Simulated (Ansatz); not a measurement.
Coupled-cluster diagnostics for Cd₂O₂⁻, Ansatz.

Geometry of the doublet (PBE0-D4/def2-TZVPD):

```xyz
4

Cd    1.146   -0.325   -0.729
Cd   -1.146    0.325    0.729
O     0.908    0.573    1.172
O    -0.908   -0.573   -1.172
```

In the def2 sets Cd takes a core potential; there is no spin–orbit coupling. Correlated methods freeze 2 core orbitals; core or outer-core shells of Cd are correlated, in sets that lack core-valence functions. Another isomer (doublet) lies 0.49 eV lower at PBE0-D4/def2-TZVPD; other spin states weren't run for this one.

(1) Estimate the CCSD(T) correlation energy, the shares of MP2 and (T), T1 and the reference's ⟨S²⟩ for: charge -1, doublet, own geometry in def2-SVPD; and the rough time on 4 threads of Intel Xeon on a shared host.

Answers

(1) 
| state | basis | correlation (eV) | MP2 share (%) | (T) share (%) | T1 | ⟨S²⟩ (pure) | wall time | remarks |
| --- | --- | --- | --- | --- | --- | --- | --- | --- |
| charge -1, doublet, own geometry | def2-SVPD | -32.617 | 96.7 | 4.0 | 0.061 | 1.58 (0.75) | 3.2 min | large T1, spin-contaminated |
Customary marks for T1 are 0.02 (closed shells), 0.045 (open shells) and about 0.05 (3d metals). T1 exceeds 0.02 in 1 of 1 rows and 0.045 in 1; the higher it lies, the less the single-reference result can be trusted.
